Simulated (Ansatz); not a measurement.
Abridged output of a molecular run in Ansatz:

```
Functional definition: HF
866 factors; integrals over basis functions are off by at most 1.5e-3 eV
mean field evaluation 1: about -62591.4949 eV, gradient 3.5e1 eV
mean field evaluation 2: about -62591.5288 eV, gradient 3.5e1 eV
mean field evaluation 4: about -62594.1985 eV, gradient 2.5e0 eV
mean field evaluation 8: about -62594.2304 eV, gradient 1.7e-1 eV
mean field evaluation 16: about -62594.1752 eV, gradient 4.9e-1 eV
mean field -62594.23051250 eV, -2300.2955434411 hartree, gradient 4.5e-6 eV, S^2 0.000000; 0 other end points of the search recorded, 0 dependent functions left out
12 core orbitals not correlated: weight in the atoms' cores, before any rotation towards them, 1.000 or more for the frozen orbitals, at most 0.000 for the correlated occupied ones
reference -62594.23051250 eV, -2300.2955434411 hartree; 17, 17 occupied and 60, 60 virtual orbitals, 866 factors
second order -18.48388135 eV of doubles, -0.00000000 eV of singles
cycle   1  -18.41150185 eV  change    7.2e-2 eV  update   1.1e-1
cycle   2  -18.92967062 eV  change   -5.2e-1 eV  update   3.3e-2
cycle   3  -19.05183251 eV  change   -1.2e-1 eV  update   1.8e-2
cycle   4  -19.03878063 eV  change    1.3e-2 eV  update   4.3e-3
cycle   5  -19.03661428 eV  change    2.2e-3 eV  update   1.9e-3
cycle   6  -19.03733614 eV  change   -7.2e-4 eV  update   5.4e-4
cycle   7  -19.03712568 eV  change    2.1e-4 eV  update   1.7e-4
cycle   8  -19.03704555 eV  change    8.0e-5 eV  update   6.4e-5
cycle   9  -19.03706518 eV  change   -2.0e-5 eV  update   2.3e-5
perturbative correction -0.40037499 eV, -0.0147135094 hartree
Total energy: -62613.66795267 eV, -2301.0098561921 hartree
```

Its atoms:

Cartesian coordinates in Å:
```
F -1.582 0.944 1.191
B -0.468 1.058 0.506
Ge 0.390 -0.627 -0.372
F -0.596 -2.024 -0.004
H 0.018 2.152 0.414
H 0.447 -0.551 -1.909
H 1.792 -0.952 0.175
```

(1) Which basis set was used?
A. def2-TZVPPD
B. cc-pV(T+d)Z
C. def2-SVP
D. def2-SVPD

(2) Write the keys of the input that set method, charge and spin (a neutral closed shell needs none for the last two).

Results:

(1) C. It gives 89 functions.

(2) 
```yaml
correlation: {method: ccsd_t}
```
